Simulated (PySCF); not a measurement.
**Field gradients at the hydrogen positions**

Compound: C₈H₁₅P.
SMILES with atom numbers: `[CH3:1][CH:2]=[C:3]=[P:4][CH2:5][C:6]([CH3:7])([CH3:8])[CH3:9]` (hydrogens: H10, H11, H12 on C1; H13 on C2; H14, H15 on C5; H16, H17, H18 on C7; H19, H20, H21 on C8; H22, H23, H24 on C9)

Cartesian coordinates in Å at the GFN2-xTB level; atoms count from 1:
```
atom  x, y, z in Å
C1     4.2834    0.2985    0.2767
C2     3.1353    0.0130   -0.6452
C3     2.0676   -0.6483   -0.3093
P4     0.8165   -1.6149    0.1139
C5    -0.3702   -0.3265    0.8126
C6    -1.5840   -0.0445   -0.0830
C7    -2.4842    0.9717    0.6272
C8    -2.3656   -1.3358   -0.3250
C9    -1.1199    0.5356   -1.4187
H10    5.2034   -0.1077   -0.1432
H11    4.4136    1.3749    0.3921
H12    4.1128   -0.1462    1.2540
H13    3.2293    0.4278   -1.6447
H14   -0.7171   -0.7120    1.7768
H15    0.1843    0.5956    0.9973
H16   -1.9508    1.9045    0.7985
H17   -3.3623    1.1865    0.0220
H18   -2.8173    0.5858    1.5884
H19   -1.7424   -2.0649   -0.8412
H20   -2.6922   -1.7691    0.6180
H21   -3.2432   -1.1403   -0.9370
H22   -1.9732    0.7555   -2.0563
H23   -0.5590    1.4551   -1.2628
H24   -0.4764   -0.1745   -1.9365
```

Level: PBE0/pcSseg-1 (PySCF, non-relativistic); Q(2H) = 0.00286 b; rigid geometry, the same for H and D, with no vibrational averaging.

Problem. Rank these positions by the coupling χzz of a deuteron there, largest first.
A. H10 (methyl hydrogen)
B. H14 (methylene hydrogen)
C. H21 (methyl hydrogen)

Solution. C (212 kHz), A (208 kHz), B (203 kHz).

Problem. What are Vzz, η and χzz (234.96 MHz × Q × Vzz) at all hydrogens?

Solution. 
```json
{"atom": "H10", "bonded to": "C1", "bond length (Å)": "1.090", "Vzz (au)": "0.3102", "η": "0.03", "χzz (kHz)": "208"}
{"atom": "H11", "bonded to": "C1", "bond length (Å)": "1.090", "Vzz (au)": "0.3094", "η": "0.03", "χzz (kHz)": "208"}
{"atom": "H12", "bonded to": "C1", "bond length (Å)": "1.087", "Vzz (au)": "0.3123", "η": "0.03", "χzz (kHz)": "210"}
{"atom": "H13", "bonded to": "C2", "bond length (Å)": "1.086", "Vzz (au)": "0.3199", "η": "0.06", "χzz (kHz)": "215"}
{"atom": "H14", "bonded to": "C5", "bond length (Å)": "1.095", "Vzz (au)": "0.3017", "η": "0.02", "χzz (kHz)": "203"}
{"atom": "H15", "bonded to": "C5", "bond length (Å)": "1.092", "Vzz (au)": "0.3060", "η": "0.02", "χzz (kHz)": "206"}
{"atom": "H16", "bonded to": "C7", "bond length (Å)": "1.088", "Vzz (au)": "0.3150", "η": "0.02", "χzz (kHz)": "212"}
{"atom": "H17", "bonded to": "C7", "bond length (Å)": "1.088", "Vzz (au)": "0.3156", "η": "0.02", "χzz (kHz)": "212"}
{"atom": "H18", "bonded to": "C7", "bond length (Å)": "1.088", "Vzz (au)": "0.3151", "η": "0.02", "χzz (kHz)": "212"}
{"atom": "H19", "bonded to": "C8", "bond length (Å)": "1.089", "Vzz (au)": "0.3093", "η": "0.03", "χzz (kHz)": "208"}
{"atom": "H20", "bonded to": "C8", "bond length (Å)": "1.088", "Vzz (au)": "0.3152", "η": "0.02", "χzz (kHz)": "212"}
{"atom": "H21", "bonded to": "C8", "bond length (Å)": "1.088", "Vzz (au)": "0.3162", "η": "0.02", "χzz (kHz)": "212"}
{"atom": "H22", "bonded to": "C9", "bond length (Å)": "1.088", "Vzz (au)": "0.3165", "η": "0.02", "χzz (kHz)": "213"}
{"atom": "H23", "bonded to": "C9", "bond length (Å)": "1.088", "Vzz (au)": "0.3151", "η": "0.02", "χzz (kHz)": "212"}
{"atom": "H24", "bonded to": "C9", "bond length (Å)": "1.089", "Vzz (au)": "0.3086", "η": "0.03", "χzz (kHz)": "207"}
```

Problem. How does χzz go with the bond length over the 15 C–H bonds?

Solution. A straight-line fit has a slope of -14.1 kHz for each 0.01 Å, with a correlation coefficient of -0.93, over lengths from 1.086 to 1.095 Å. The longer bonds have the smaller couplings here.

Problem. Give the 2H NMR doublet splittings at H12 for a magnetic field along the z, y and x axes of the gradient: 3χ/2, 3χ(1 + η)/4, 3χ(1 − η)/4.

Solution. With |χ| = 209.9 kHz and η = 0.029: 315, 162 and 153 kHz, to first order and without motion.

Isolated species at its GFN2-xTB geometry (one conformer only). GFN2-xTB bond lengths can be off by several hundredths of an ångström, more for odd bonds, and the gradients follow them. These gradients aren't converged with respect to the basis.
